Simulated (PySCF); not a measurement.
## C6H8OSi: full NMR table

| Property | Result |
| --- | --- |
| Formula | C6H8OSi |
| SMILES | O[SiH2]c1ccccc1 |
| InChI | InChI=1S/C6H8OSi/c7-8-6-4-2-1-3-5-6/h1-5,7H,8H2 |
| Point group of the computed structure | C1 |
| Degrees of unsaturation | 4 |
| Carbon signals | 4 |
| Proton signals | 5 |

Molfile (atoms numbered from 1):
```
C6H8OSi
     RDKit          3D

 16 16  0  0  0  0  0  0  0  0999 V2000
    2.8510   -1.2499   -0.7572 O   0  0  0  0  0  0  0  0  0  0  0  0
    2.2691   -0.2040    0.3453 Si  0  0  0  0  0  4  0  0  0  0  0  0
    0.4020    0.0264    0.1617 C   0  0  0  0  0  0  0  0  0  0  0  0
   -0.3669   -0.8591   -0.5888 C   0  0  0  0  0  0  0  0  0  0  0  0
   -1.7360   -0.7013   -0.7087 C   0  0  0  0  0  0  0  0  0  0  0  0
   -2.3692    0.3515   -0.0709 C   0  0  0  0  0  0  0  0  0  0  0  0
   -1.6238    1.2407    0.6856 C   0  0  0  0  0  0  0  0  0  0  0  0
   -0.2554    1.0768    0.7965 C   0  0  0  0  0  0  0  0  0  0  0  0
    2.7131   -1.1261   -1.6922 H   0  0  0  0  0  0  0  0  0  0  0  0
    2.9133    1.1063    0.1991 H   0  0  0  0  0  0  0  0  0  0  0  0
    2.6202   -0.8794    1.5881 H   0  0  0  0  0  0  0  0  0  0  0  0
    0.1165   -1.6898   -1.0851 H   0  0  0  0  0  0  0  0  0  0  0  0
   -2.3105   -1.4004   -1.2997 H   0  0  0  0  0  0  0  0  0  0  0  0
   -3.4383    0.4784   -0.1617 H   0  0  0  0  0  0  0  0  0  0  0  0
   -2.1124    2.0624    1.1901 H   0  0  0  0  0  0  0  0  0  0  0  0
    0.3198    1.7766    1.3865 H   0  0  0  0  0  0  0  0  0  0  0  0
  1  2  1  0
  2  3  1  0
  3  4  2  0
  4  5  1  0
  5  6  2  0
  6  7  1  0
  7  8  2  0
  8  3  1  0
  1  9  1  0
  2 10  1  0
  2 11  1  0
  4 12  1  0
  5 13  1  0
  6 14  1  0
  7 15  1  0
  8 16  1  0
M  END
```

Computed data (PySCF 2.14): geometry: GFN2-xTB, shieldings: GIAO PBE0/pcSseg-1. No relativistic terms, no solvent, a single conformation, one averaged value for each set of equivalent atoms.

Scale: ¹H (σref 31.72), ¹³C (σref 186.93), ²⁹Si (σref 349.16) against TMS; ¹⁷O (σref 336.08) vs H2O (reference shieldings calculated alike).

| carbon | δC, type | δH (multiplicity) | HMBC from (2–3 bonds) | span of the C tensor (ppm) |
| --- | --- | --- | --- | --- |
| C3 | 141.1, C | – | H12/H16, H13/H15, H10/H11 | 234 |
| C4/C8 | 138.1, CH | 7.75 (m) | H12/H16, H13/H15, H14, H10/H11 | 250 |
| C5/C7 | 133.4, CH | 7.70 (m) | H12/H16, H13/H15, H14 | 238 |
| C6 | 135.7, CH | 7.69 (m) | H12/H16, H13/H15 | 239 |

Other nuclei:
```tsv
atoms	nucleus	environment	δ (ppm)	σ (ppm)
H10/H11	¹H	hydrogen on a silicon bonded to C, O	5.51	26.21
H9	¹H	hydrogen on an oxygen bonded to Si	1.25	30.47
Si2	²⁹Si	silicon bonded to C, O, 2 H	-26.6	375.7
O1	¹⁷O	oxygen bonded to Si, H	13.0	323.1
```

1. Carbon types of the structure: 1 × C, 5 × CH, leaving 3 H on heteroatoms.
2. δC 141.1: substituted aromatic carbon.
3. δC 138.1, 135.7, 133.4: aromatic CH; the aromatic region.
4. δH 7.75, 7.70, 7.69: hydrogen on an aromatic CH; it sits in the deshielding region of the aromatic ring current.
5. δH 5.51: hydrogen on a silicon bonded to C, O.
6. δH 1.25: hydrogen on an oxygen bonded to Si; labile proton, position sensitive to the medium.

OH and NH positions are those of a molecule without intermolecular hydrogen bonds; in solution they move with solvent, concentration and temperature, and exchange usually removes their couplings. Shifts are as computed. Against solution values, carbons near 30 ppm lie about +3 ppm off and those near 130 ppm about +5 ppm. Of 1211 compounds with measured shifts, 218 miss one by over three times the rms of a fit or turn the order of signals round; such compounds aren't used in these exercises. Experimental scales use liquid or dissolved standards, which lie at an offset from isolated H2O (liquid H2O: subtract about 36 ppm). Multiplicities follow the n + 1 count of equivalent neighbours, as no J values were calculated; m marks all less simple cases, F and P coupling included.
